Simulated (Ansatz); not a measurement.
## Energy profile

The step: SiH₃Cl ([SiH3][Cl]) + HF + HF → SiH₃F ([F][SiH3]) + HCl + HF; bonds formed: Si1–F7, Cl2–H8, H6–F9; bonds broken: Si1–Cl2, H6–F7, H8–F9 (atoms numbered as in the saddle structure below).

Si1  (-0.313, 1.011, -0.546)
Cl2  (1.705, -0.296, -0.306)
H3  (-0.816, 0.235, -1.692)
H4  (-1.387, 1.867, 0.027)
H5  (0.695, 2.028, -0.935)
H6  (-0.387, -1.102, 1.022)
F7  (-0.836, -0.116, 0.847)
H8  (1.047, -1.556, 0.510)
F9  (0.293, -2.071, 1.074)
(Å)

Electronic energies by CCSD(T) at an estimated basis limit (MP2 extrapolated from triple and quadruple zeta, plus CCSD(T) − MP2 in triple zeta), on PBE0-D4/def2-TZVP structures; SiH5ClF2, singlet; no counterpoise correction. Program: Ansatz 0.2.0. Basis: def2-TZVPP and def2-QZVPP. Cores are frozen in the correlated methods. Extrapolation: Hartree–Fock as exp(−7.88 √X), correlation as X^−2.97.

Q: Give the profile in eV, counted from the separated reactants. (To be estimated.)

A: By the calculation:
```csv
point,eV
"separated: SiH3Cl (linked as [SiH3][Cl]; Si1, Cl2, H3, H4, H5; singlet) + HF (H6, F7; singlet) + HF (H8, F9; singlet)",0.000
start structure,-0.455
saddle,0.831
end structure,-0.762
"separated: SiH3F (linked as [F][SiH3]; Si1, H3, H4, H5, F7; singlet) + HCl (Cl2, H8; singlet) + HF (H6, F9; singlet)",-0.345
```

No T1 diagnostic of these runs exceeds 0.011.

For scale, one of the runs: CCSD(T)/def2-TZVPP, 216 basis functions, launched by `ansatz run in.yaml --threads 4 --pin off --events-out ev --progress --plain --max-ram 9574MiB`. The run took 84 s on 4 CPU threads of an Intel Xeon (shared host), with 3.2 GiB of host memory at its peak.
